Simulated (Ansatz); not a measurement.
Input file for Ansatz (an electronic-structure program): R-PBE0/def2-TZVPP on SiH4 (SMILES [SiH4]).

Ansatz 0.2 input:
```yaml
crystal:
  periodic: [false, false, false]
  atoms:
    - {symbol: Si, position_ang: [0.00000000, -0.00000000, -0.00000000]}
    - {symbol: H, position_ang: [0.85467615, 0.85467615, 0.85467615]}
    - {symbol: H, position_ang: [-0.85467615, -0.85467615, 0.85467615]}
    - {symbol: H, position_ang: [-0.85467615, 0.85467615, -0.85467615]}
    - {symbol: H, position_ang: [0.85467615, -0.85467615, -0.85467615]}
basis:
  gaussian:
    orbitals: def2-TZVPP
hamiltonian:
  xc: {name: PBE0}
scf: {lower_state_search: off}
```

Program output:

```
WARN ansatz: RAYON_NUM_THREADS=4 ignored (pool sized by the plan → 4); use --threads N
Functional definition: PBE0
these checks for a lower state are left out or cut short: stability, starts, cluster_reference, orbital_swaps, neighbouring_geometries, increment
integrals: 0.02 GiB planned
527 factors; their error is unknown
mean field: 0.24 GiB planned
mean field evaluation 1: about -7938.8094 eV, gradient 8.9e0 eV
mean field evaluation 2: about -7939.0375 eV, gradient 4.0e0 eV
mean field evaluation 4: about -7939.0849 eV, gradient 8.4e-2 eV
mean field evaluation 8: about -7939.1013 eV, gradient 3.8e-5 eV
mean field -7939.10126885 eV, -291.7565903140 hartree, gradient 3.6e-6 eV, S^2 0.000000; 0 other end points of the search recorded, 0 dependent functions left out
reference -7939.10129473 eV, -291.7565912653 hartree; 9, 9 occupied and 89, 89 virtual orbitals, 527 factors
Total energy: -7939.10129473 eV, -291.7565912653 hartree
Checks for a lower state left out: stability, starts, cluster_reference, orbital_swaps, neighbouring_geometries, increment
```

The run converged.

Cost: very roughly 0.7 core-seconds.
